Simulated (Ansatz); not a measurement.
Diatomic BO+, closed-shell singlet (lowest of 2S+1 = 1, 3, 5 at CCSD(T)/def2-TZVPP on PBE0 minima; our sources give no spin for the ground state, which may be another). The T1 diagnostic near the minimum is 0.051, so single-reference values are doubtful.

Constants: fifth-degree fit in 1/R to seven points, most abundant isotopes. In def2 and cc sets the state is the lowest found near the PBE0 minimum, followed along R. The singlet is held restricted.

Frozen-core correlation. CBS: X⁻³ extrapolation of the correlation energy, Hartree–Fock from the larger set.

The values were computed with Ansatz (a program for electronic structure) with Gaussian orbitals. Each number belongs to the level named beside it.

Question: What bond length and harmonic frequency does B2PLYP/def2-TZVPP give?

Answer: r_e = 1.207 Å, ω_e = 1781 cm⁻¹.

Question: What bond length and harmonic frequency does CCSD(T)/aug-cc-pVQZ give?

Answer: r_e = 1.208 Å, ω_e = 1794 cm⁻¹.

Question: What bond length and harmonic frequency does CCSD(T)/CBS(aug-cc-pVQZ, aug-cc-pV5Z) give?

Answer: r_e = 1.205 Å, ω_e = 1805 cm⁻¹.

Doubts at one or more of the structures used: T1 above 0.05 (CCSD(T)/aug-cc-pVQZ, CCSD(T)/CBS(aug-cc-pVQZ, aug-cc-pV5Z)).
